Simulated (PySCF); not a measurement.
**Computed properties of H₂S₂Si, SMILES S[Si]S**

H₂S₂Si, SMILES S[Si]S (connectivity only; charge and spin as stated), neutral, multiplicity 1. Coordinates come from a PBE0-D3(BJ)/def2-TZVP optimisation. One conformer was computed; it need not be the lowest. All values are computed for the isolated molecule unless a solvent is named; none is compared with measurement here.

**Structure.** The optimised structure has Cs symmetry. All 9 harmonic modes at PBE0-D3(BJ)/def2-TZVP (PySCF) are real, so it is a minimum. With heavy atoms numbered as in [Si:1]([SH:2])[SH:4], the shortest bond between them is Si1–S4 at 2.140 Å and the longest Si1–S2 at 2.145 Å.

**Vibrations.** The strongest infrared lines (harmonic, unscaled, degenerate partners summed) lie at 508 cm⁻¹ (89 km/mol, Si 56 %, S 41 %), 482 cm⁻¹ (41 km/mol, S 48 %, Si 45 %), 306 cm⁻¹ (35 km/mol, H 95 %). The softest mode is at 182 cm⁻¹ and the zero-point energy is 12.5 kcal/mol.

**Electronic structure.** M06-2X/def2-TZVPD (PySCF) places the frontier levels at -8.13 and -1.45 eV, a gap of 6.68 eV, and gives a dipole moment of 1.02 D and a mean polarisability of 75.6 bohr³.

**Excitations.** TDA-M06-2X/def2-SVPD (PySCF) has S1 at 3.90 eV (318 nm, f = 0.027, weak); the most intense of the 10 singlets computed lies at 6.58 eV (f = 0.24). T1 (TDA) is at 2.62 eV, 1.28 eV under S1. No vertical singlet excitation falls in the visible range (under 3.1 eV).

**NMR.** GIAO shifts at B3LYP/pcSseg-2 (PySCF) (non-relativistic, atoms alike by connectivity averaged): ¹H at 4.8 ppm against TMS; ²⁹Si at 372.5 ppm against TMS.
